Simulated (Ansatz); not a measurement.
Total energies of `[CH3][InH-]([CH3])[NH3+]`.

Cartesian coordinates in Å:
```
C 0.491 -1.747 1.079
In 0.648 0.316 0.410
C -1.006 1.669 0.811
N 0.096 -0.107 -1.909
H 1.188 -2.395 0.543
H 0.727 -1.820 2.143
H -0.522 -2.132 0.939
H 2.228 0.983 0.080
H -1.968 1.161 0.704
H -0.947 2.049 1.833
H -0.990 2.530 0.139
H 0.221 0.732 -2.463
H 0.696 -0.827 -2.295
H -0.865 -0.411 -2.013
```

Charge 0, multiplicity 1. Correlated methods include outer-core shells of In, which these sets cover unevenly. In takes the def2 core potential. The structure was optimised at the PBE0-D4/def2-TZVP level. It is one conformer, not always the lowest. Basis def2-TZVPP, Ansatz.

RPA on PBE orbitals: Hartree–Fock energy of these orbitals -325.21552 Eh, correlation -1.45977 Eh (frozen core).

```
functional  energy without D4 (Eh)  D4 term (kJ/mol)
     BHLYP              -327.00076             -29.9
   LC-ωPBE              -327.13112                 –
```

Task: Give the same for LDA (SPW92), PBE, revPBE, BLYP, r2SCAN, B97M-V, PBE0, B3LYP, r2SCANh, r2SCAN0, HSE06 (plane-wave form), CAM-B3LYP, ωB97X-V, ωB97M-V, B2PLYP, PBE-QIDH. (Estimate.)

Result: Computed: 
| functional | energy without D4 (Eh) | D4 term (kJ/mol) |
| --- | --- | --- |
| LDA (SPW92) | -325.58937 | – |
| PBE | -326.97633 | -22.9 |
| revPBE | -327.17665 | -63.3 |
| BLYP | -327.04431 | -48.4 |
| r2SCAN | -327.15747 | -6.0 |
| B97M-V | -327.16826 | – |
| PBE0 | -327.00117 | -19.7 |
| B3LYP | -327.25322 | -36.6 |
| r2SCANh | -327.13842 | -6.4 |
| r2SCAN0 | -327.11101 | -7.1 |
| HSE06 (plane-wave form) | -326.99075 | -18.5 |
| CAM-B3LYP | -327.07540 | -20.2 |
| ωB97X-V | -327.11176 | – |
| ωB97M-V | -327.03108 | – |
| B2PLYP | -326.82869 | – |
| PBE-QIDH | -326.78414 | – |

B3LYP takes the VWN-RPA correlation (the form of Gaussian; ORCA's B3LYP/G). HSE06 is the plane-wave form, built on full-range PBE exchange. The double hybrids freeze the cores in their second-order part.

LC-ωPBE has ω = 0.4 bohr⁻¹.
